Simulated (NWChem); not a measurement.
System: CH₃F₃Ti; SMILES [CH3][Ti]([F])([F])[F]

```xyz
8

Ti     0.0000     0.0000     0.1178
F      1.4006     0.9055     0.6147
F      0.0839    -1.6657     0.6147
F     -1.4845     0.7601     0.6147
C      0.0000     0.0000    -1.9339
H     -0.0149     1.0341    -2.3008
H     -0.8881    -0.5300    -2.3008
H      0.9030    -0.5041    -2.3008
```
Atoms are numbered in this order, from 1.

Level: B3LYP/6-31G* (spherical d) (NWChem), optimised geometry, unscaled harmonic frequencies. 

Problem. List the harmonic frequencies with IR intensities, and the thermochemistry.

Solution. 
| frequency (cm⁻¹) | IR intensity (km/mol) |
|---|---|
| 112 | 0.0 |
| 167 | 0.0 |
| 167 | 0.0 |
| 204 | 15.3 |
| 205 | 8.0 |
| 205 | 8.0 |
| 559 | 45.2 |
| 585 | 2.3 |
| 585 | 2.3 |
| 749 | 96.6 |
| 847 | 217.0 |
| 847 | 217.0 |
| 1217 | 4.9 |
| 1457 | 7.2 |
| 1457 | 7.2 |
| 3031 | 0.0 |
| 3124 | 7.1 |
| 3124 | 7.1 |

| Quantity | Result |
|---|---|
| zero-point energy | 26.6 kcal/mol |
| thermal correction to the enthalpy at 298.15 K (with zero-point energy) | 31.8 kcal/mol |
| heat capacity Cv | 22.7 cal/(mol K) |
| entropy at 298.15 K and 1 atm (symmetry number 3) | 81.4 cal/(mol K) |
| dipole moment | 1.21 D |

Rigid rotor and harmonic oscillator.
